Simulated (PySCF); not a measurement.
GeH₄, SMILES [GeH4] (connectivity only; charge and spin as stated), charge +1, multiplicity 2.

The structure is a stationary point at PBE-D3(BJ)/def2-TZVPD. The geometry has at least one imaginary mode, so it is a saddle point at that level. The multiplicity is an assumed one; other spin states were not compared. The isomer is the one that the SMILES or the coordinates give; other isomers of the formula were not compared.

Level of theory: TDA-M06-2X/def2-TZVPD in PySCF.

Vertical excitations; the highest root listed may be one member of a degenerate set. The molecule is in vacuum.

Computed excitation energies, oscillator strengths and character:
| state | energy (eV) | λ (nm) | f | main pairs |
|---|---|---|---|---|
| root 1 | 2.20 | 565 | 0.031 | β HOMO−1→LUMO (degenerate set) |
| root 2 | 2.20 | 565 | 0.031 | β HOMO→LUMO (degenerate set) |
| root 3 | 6.65 | 186 | 0.000 | α HOMO→LUMO 97 % |
| root 4 | 7.29 | 170 | 0.009 | α HOMO−2→LUMO, β HOMO−1→LUMO+1 (degenerate set) |
| root 5 | 7.29 | 170 | 0.009 | α HOMO−1→LUMO, β HOMO→LUMO+1 (degenerate set) |
| root 6 | 7.81 | 159 | 0.039 | α HOMO→LUMO+1 17 %, β HOMO−2→LUMO 73 % |
| root 7 | 8.54 | 145 | 0.049 | α HOMO→LUMO+1 75 %, β HOMO−2→LUMO 19 % |
| root 8 | 8.85 | 140 | 0.048 | α HOMO−2→LUMO, α HOMO→LUMO+2, β HOMO−1→LUMO+1, β HOMO→LUMO+2 (degenerate set) |
| root 9 | 8.85 | 140 | 0.048 | α HOMO−1→LUMO, α HOMO→LUMO+3, β HOMO→LUMO+1, β HOMO−1→LUMO+2 (degenerate set) |
| root 10 | 9.28 | 134 | 0.007 | α HOMO−1→LUMO+1 14 %, α HOMO→LUMO+2 9 %, α HOMO−2→LUMO 8 %, β HOMO→LUMO+2 59 % |
Unrestricted roots are not spin-pure.
